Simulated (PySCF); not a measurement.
# Reading the logs of faulty runs: AlCClH5Si cation

These are calculations, not measurements. The program is PySCF 2.14.0, an open-source quantum chemistry code, run on an isolated molecule that a program drew, which may never have been made. The molecule is AlCClH5Si cation (charge +1, singlet), drawn as the SMILES string `[SiH3][CH2][Al+][Cl]`.

Each row is a Hartree-Fock (HF) and frozen-core CCSD(T) single point in the cc-pV(D+d)Z basis, meant for a local HF minimum. Run 1 is clean. Each other run has one planted mistake out of seven kinds, and not every kind appears here: one electron removed, one electron added, multiplicity raised by two, geometry at a saddle point, minimal basis STO-3G, one bond length entered in bohr, all coordinates scaled. The reference is restricted for singlets and unrestricted otherwise, and also for a bond in bohr. Adding or removing an electron swaps singlet and doublet. Electrons count all cores. HOMO and LUMO are orbital energies over both spins, the gradient is its largest component, and the lowest frequency (negative if imaginary) is given only where the gradient is small. Bond lengths are over the 8 bonds as drawn. T1 is the CCSD diagnostic: over 0.02 (restricted) or 0.045 (unrestricted) a single reference is doubtful.

Geometry of the clean run:
```xyz
9
AlCClH5Si cation, angstrom
Si   -0.1759    2.3609   -0.5984
C    -0.0873    0.4485   -0.8657
Al   -1.2112   -0.6541    0.2011
Cl   -2.4074   -1.8210    1.3356
H     0.1762    2.6201    0.8106
H    -1.5668    2.7740   -0.8655
H     0.7782    2.9706   -1.5347
H     0.9389    0.1031   -0.6858
H    -0.3326    0.2149   -1.9097
```

```
run  electrons  basis functions  <S^2>  HOMO (eV)  LUMO (eV)  gradient (hartree/bohr)  lowest frequency (cm^-1)  mean bond (Å)  longest bond (Å)      T1  HF (hartree)  CCSD(T) (hartree)                     mistake
  1         54              108  0.000     -16.86      -4.08                  4.7e-05                        76         1.5587             2.020  0.0124   -1030.95425        -1031.44705                    no fault
  2         54              108  2.023     -11.59      -8.29                  6.3e-02                         -         1.5587             2.020  0.0338   -1030.77071        -1031.24918  multiplicity raised by two
  3         54               37  0.000     -15.49      -0.28                  2.7e-02                         -         1.5587             2.020  0.0106   -1019.44514        -1019.61549        minimal basis STO-3G
  4         54              108  0.821     -13.45      -4.14                  1.1e-02                         -         1.7228             2.788  0.0463   -1030.83890        -1031.32205                           ?
  5         54              108  0.000     -16.49      -4.60                  4.3e-02                         -         1.6709             2.165  0.0141   -1030.91884        -1031.42000                           ?
```

**Which mistake was planted in run 4, and what did it cost?**

The mean bond changes by a factor of 1.105 and the longest by 1.380, so the molecule wasn't scaled as a whole. A length L in bohr read as angstrom grows by (1/0.5292 - 1) L = 0.890 L. The 8 bonds together grew by 8 x 0.1641 = 1.313 Å, which gives L = 1.476 Å. That is the length of one of the H-Si bonds, 1.475 Å in the clean geometry. So the mistake is: one bond length entered in bohr. Subtracting run 1 and multiplying by 627.51 kcal/mol a hartree, the energy moved by 72.4 kcal/mol in HF and 78.4 kcal/mol in CCSD(T).

**Which mistake was planted in run 5, and what did it cost?**

The mean and the longest bond both change by the same factor, 1.072, and the gradient is no longer small. So the mistake is: all coordinates scaled. Subtracting run 1 and multiplying by 627.51 kcal/mol a hartree, the energy moved by 22.2 kcal/mol in HF and 17.0 kcal/mol in CCSD(T).

Cautions from the logs. Run 4: T1 is over the limit, so its CCSD(T) energy is less reliable.
